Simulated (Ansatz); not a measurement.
C$_{3}$H$_{10}$OTi, SMILES `[CH3][Ti]([CH3])([CH3])[OH]` at its PBE0-D4/def2-TZVP geometry, where that method's forces vanish. Charge 0, multiplicity 1.

```xyz
15

C    -1.7809   -0.6385   -0.4844
Ti   -0.0805    0.3086    0.2116
C     1.0311   -1.0864    1.2562
C     1.0287    0.9154   -1.4228
O    -0.4897    1.6936    1.2357
H    -1.4792   -1.5154   -1.0700
H    -2.4193   -0.9709    0.3406
H    -2.3611    0.0304   -1.1290
H     0.4626   -1.4894    2.1010
H     1.2854   -1.9111    0.5794
H     1.9583   -0.6455    1.6366
H     1.2340    0.0452   -2.0575
H     1.9811    1.3509   -1.1025
H     0.4844    1.6614   -2.0109
H    -0.8550    2.2516    1.9161
```

(1) What forces (eV/Å) does B3LYP-D4/def2-TZVPP give on these atoms in the Gaussian-basis code of Ansatz? (An estimate is asked.)

Results:

(1) Ansatz gave: 
```
C1  -0.192 -0.105 -0.079
Ti2  0.043 -0.157 -0.112
C3   0.126 -0.156  0.120
C4   0.127  0.075 -0.184
O5  -0.065  0.259  0.177
H6  -0.012  0.044  0.029
H7   0.030  0.018 -0.042
H8   0.027 -0.034  0.034
H9   0.030  0.021 -0.041
H10 -0.014  0.042  0.031
H11 -0.047 -0.023 -0.018
H12 -0.012  0.040  0.033
H13 -0.048 -0.021 -0.017
H14  0.028 -0.037  0.029
H15 -0.022  0.036  0.041
```

B3LYP here is the variant with VWN-RPA as its local correlation; programs differ in this.
